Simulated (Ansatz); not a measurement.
C2Cl2N2O2Si, SMILES `O=C=N[Si](Cl)(Cl)N=C=O`, relaxed with RKS PBE-D4/def2-SVP in Ansatz 0.2.0 from a rough embedded geometry. The force threshold is 0.03 eV/Å; the program also tests the step.

Charge 0, multiplicity 1.

Start:

```xyz
9

O     0.646   -3.091    2.013
C     0.491   -2.148    1.399
N     0.300   -1.214    0.772
Si    0.341    0.471    0.246
Cl    0.001    1.737    1.724
Cl    2.293    0.854   -0.411
N    -0.756    0.623   -1.054
C    -1.371    1.124   -1.892
O    -1.946    1.643   -2.799
```

Problem. How much energy does the relaxation release, and in how many steps? (An estimate is asked.)

Solution. Computed: 75.36 kJ/mol, in 4 steps.

Problem. Which bonds change most? (Estimate.)

Solution. Ansatz gave: Si4–Cl5 from 1.976 to 2.056 Å; C2–N3 from 1.141 to 1.214 Å; N3–Si4 from 1.766 to 1.702 Å; N7–C8 from 1.154 to 1.214 Å.

Problem. Give the relaxed structure. (Estimate.)

Solution. The calculation gave: 
```xyz
9

O     0.618   -3.172    2.014
C     0.481   -2.164    1.422
N     0.313   -1.144    0.786
Si    0.412    0.462    0.231
Cl   -0.053    1.755    1.760
Cl    2.317    0.848   -0.437
N    -0.696    0.663   -1.047
C    -1.363    1.156   -1.932
O    -2.028    1.596   -2.798
```
